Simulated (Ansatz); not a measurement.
Cost and result for the atomization energy of C3H9GaGe (`[GaH2][CH]1C[CH2][GeH2]1`) (14 atoms, 14 bonds).

Cartesian coordinates in Å:
```
Ga -1.6304 1.4560 0.2934
C 0.0500 0.5727 0.7512
C 0.0725 -0.9784 0.8380
C 0.4158 -1.4004 -0.6084
Ge 1.1464 0.4039 -0.9066
H -1.7809 3.0080 0.4899
H -2.8016 0.6178 -0.3447
H 0.5468 1.0972 1.5689
H -0.8519 -1.4291 1.2142
H 0.8742 -1.2973 1.5113
H -0.4812 -1.5355 -1.2166
H 1.0491 -2.2794 -0.7151
H 2.6631 0.5843 -0.6991
H 0.7281 1.1803 -2.1765
```

Total charge 0; spin multiplicity 1. Correlated methods include outer-core shells of Ga, Ge, which these sets cover unevenly. Scalar relativity is left out up to krypton. The geometry is a stationary point of PBE0-D4/def2-TZVP. Program: Ansatz. All runs use 2 threads of an AMD EPYC 7R13 on a shared host and a share of an NVIDIA H100 80 GB. Times are those of one run each, without the atoms' runs, and a repeat can differ threefold. Electronic energies, without spin–orbit coupling; frozen cores. CCSD(T)/CBS adds CCSD(T) − MP2 in def2-TZVPP to the MP2 limit, and its time is that of the two runs behind it. T1 = 0.012. With those shells the extrapolation isn't a true limit. B3LYP takes the VWN-RPA correlation (the form of Gaussian; ORCA's B3LYP/G). HSE06 is the plane-wave form, built on full-range PBE exchange.

CCSD(T)/CBS is a level of theory with its own doubt, some kJ/mol a heavy atom from the limit and from the frozen cores, so smaller differences don't rank the functionals.

```
                             level  functions  wall time
               BHLYP-D4/def2-TZVPP        315      1.6 s
                  CCSD(T)/def2-SVP        151      1.8 s
           CAM-B3LYP-D4/def2-TZVPP        315      1.8 s
                 B2PLYP/def2-TZVPP        315      2.3 s
                ωB97X-V/def2-TZVPP        315      2.4 s
               HSE06-D4/def2-TZVPP        315      2.4 s
r2SCAN-D4/def2-TZVPP (with forces)        315        3 s
  ωB97M-V/def2-TZVPP (with forces)        315      3.5 s
 B3LYP-D4/def2-TZVPP (with forces)        315      4.1 s
                CCSD(T)/def2-TZVPP        315      4.5 s
                 B97M-V/def2-TZVPP        315      4.7 s
                    MP2/def2-QZVPP        619      5.5 s
                 CCSD(T)/CBS(def2)          –       10 s
```

(1) What atomization energy does each give, and how far from CCSD(T)/CBS? (Best estimate.)

Answers

(1) The calculation gave: 
```csv
level,atomization (kcal/mol),difference from CCSD(T)/CBS,per bond
BHLYP-D4/def2-TZVPP,1100.8,-31.3,-2.2
CCSD(T)/def2-SVP,1076.8,-55.3,-3.9
CAM-B3LYP-D4/def2-TZVPP,1127.7,-4.4,-0.3
B2PLYP/def2-TZVPP,1111.6,-20.5,-1.5
ωB97X-V/def2-TZVPP,1133.0,0.9,0.1
HSE06-D4/def2-TZVPP,1130.7,-1.4,-0.1
r2SCAN-D4/def2-TZVPP (with forces),1131.5,-0.6,0.0
ωB97M-V/def2-TZVPP (with forces),1125.7,-6.4,-0.5
B3LYP-D4/def2-TZVPP (with forces),1120.5,-11.6,-0.8
CCSD(T)/def2-TZVPP,1110.9,-21.2,-1.5
B97M-V/def2-TZVPP,1135.2,3.1,0.2
MP2/def2-QZVPP,1130.6,-1.5,-0.1
CCSD(T)/CBS(def2),1132.1,0.0,0.0
```

The D4 term adds +13.8 kcal/mol with B3LYP and +7.3 kcal/mol with PBE0; it sums over pairs of atoms, weighted by their polarisabilities, and B3LYP, whose exchange is more repulsive, gets the larger term. Leaving LDA and LC-ωPBE aside and taking each functional with its dispersion term where it has one, the values, not all of them listed here, spread over 38.2 kcal/mol, from BHLYP-D4 to PBE-D4. LDA lies +151.1 kcal/mol from PBE without D4, its usual overbinding. From BLYP to BHLYP (50 % exact exchange), in def2-TZVPP and without D4, the atomization energy moves by −2.3 kcal/mol: exact exchange takes away binding that semilocal exchange gives to molecules.
